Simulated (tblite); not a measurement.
Compound: C4H5BrFSi (doublet state).
Atom-mapped SMILES: `[F:1][CH:2][C:3]1=[CH:4][CH2:5][Si@H:6]1[Br:7]` (hydrogens: H8 on C2; H9 on C4; H10, H11 on C5; H12 on Si6)
Bond orders are those of one Lewis drawing.

Computed with GFN2-xTB (tblite), gas phase: L-BFGS steps from a force-field or distance-geometry start until the largest atomic force falls under 0.01 eV/Å.

Step 24: E = -587.6100 eV
```
atom  x, y, z in Å  |  force x, y, z in eV/Å
F1      2.7611    0.5963   -0.8167    0.078   0.003  -0.024
C2      1.9854   -0.4451   -0.4666    0.013   0.038  -0.021
C3      0.6662   -0.2408   -0.2085   -0.026  -0.044  -0.021
C4     -0.3407   -1.1337    0.1371    0.019  -0.008   0.075
C5     -1.5489   -0.2881    0.3885   -0.019  -0.050  -0.026
Si6    -0.5170    1.2400   -0.1495    0.066   0.021  -0.001
Br7    -0.0927    2.7363    1.4245   -0.020   0.036   0.103
H8      2.5301   -1.3753   -0.4020   -0.036   0.013  -0.020
H9     -0.2891   -2.2064    0.1910    0.003  -0.009   0.053
H10    -1.8867   -0.3058    1.4278    0.021  -0.032  -0.007
H11    -2.4030   -0.5801   -0.2211   -0.087   0.047  -0.030
H12    -0.8634    2.0021   -1.3305   -0.014  -0.014  -0.081
```

Step 25: E = -587.6116 eV
```
atom  x, y, z in Å  |  force x, y, z in eV/Å
F1      2.7659    0.5875   -0.8275    0.072   0.031  -0.021
C2      1.9865   -0.4471   -0.4679   -0.030   0.032  -0.028
C3      0.6678   -0.2407   -0.2061    0.010   0.053  -0.025
C4     -0.3377   -1.1309    0.1444   -0.009  -0.055   0.054
C5     -1.5481   -0.2858    0.3904   -0.006  -0.088  -0.022
Si6    -0.5167    1.2418   -0.1474    0.086   0.034   0.001
Br7    -0.1101    2.7411    1.4307   -0.017   0.018   0.085
H8      2.5254   -1.3796   -0.4081   -0.013  -0.025  -0.010
H9     -0.2834   -2.2040    0.1941   -0.014  -0.002   0.067
H10    -1.8927   -0.3102    1.4272    0.023  -0.008  -0.006
H11    -2.3977   -0.5777   -0.2251   -0.092   0.040  -0.037
H12    -0.8580    2.0049   -1.3309   -0.009  -0.030  -0.058
```

Step 26: E = -587.6133 eV
```
atom  x, y, z in Å  |  force x, y, z in eV/Å
F1      2.7717    0.5797   -0.8372    0.049   0.044  -0.015
C2      1.9873   -0.4483   -0.4705   -0.054   0.020  -0.029
C3      0.6691   -0.2403   -0.2049    0.040   0.126  -0.020
C4     -0.3348   -1.1286    0.1524   -0.027  -0.077   0.009
C5     -1.5474   -0.2847    0.3920    0.006  -0.084  -0.022
Si6    -0.5148    1.2441   -0.1457    0.070   0.036   0.008
Br7    -0.1270    2.7451    1.4389   -0.015  -0.006   0.054
H8      2.5202   -1.3835   -0.4139    0.006  -0.052  -0.004
H9     -0.2776   -2.2018    0.1992   -0.025  -0.002   0.081
H10    -1.8978   -0.3156    1.4268    0.022   0.017  -0.012
H11    -2.3945   -0.5728   -0.2298   -0.072   0.026  -0.029
H12    -0.8531    2.0059   -1.3334    0.000  -0.046  -0.020
```

Problem. Estimate the geometry and energy of step 27. (The exact step hangs on the optimiser's Hessian estimate; all steps are aligned on step 26, rigid shifts and turns removed.)

Solution. E = -587.6148 eV, largest force 0.136 eV/Å
```
atom  x, y, z in Å  |  force x, y, z in eV/Å
F1      2.7768    0.5749   -0.8432    0.022   0.038  -0.010
C2      1.9871   -0.4486   -0.4747   -0.049   0.006  -0.020
C3      0.6699   -0.2388   -0.2050    0.049   0.127  -0.006
C4     -0.3324   -1.1273    0.1586   -0.023  -0.058  -0.043
C5     -1.5469   -0.2848    0.3929    0.013  -0.040  -0.026
Si6    -0.5120    1.2465   -0.1445    0.022   0.024   0.018
Br7    -0.1396    2.7467    1.4470   -0.013  -0.023   0.025
H8      2.5155   -1.3864   -0.4181    0.012  -0.052  -0.007
H9     -0.2731   -2.2002    0.2058   -0.027  -0.007   0.086
H10    -1.9006   -0.3206    1.4267    0.018   0.034  -0.024
H11    -2.3938   -0.5662   -0.2342   -0.034   0.006  -0.009
H12    -0.8496    2.0042   -1.3373    0.010  -0.054   0.017
```

The energy changes by -0.0015 eV. The first-order estimate −F·Δx gives -0.0021 eV and the mean of the old and new forces, exact on a quadratic surface, -0.0015 eV. The step makes an angle of 72° with the force vector and moves no atom by more than 0.015 Å.

The cost below is that of the whole relaxation. The run took 0.46 s wall on one thread of an Arm Neoverse V1, shared host with 32 logical CPUs at a one-minute load of 10.
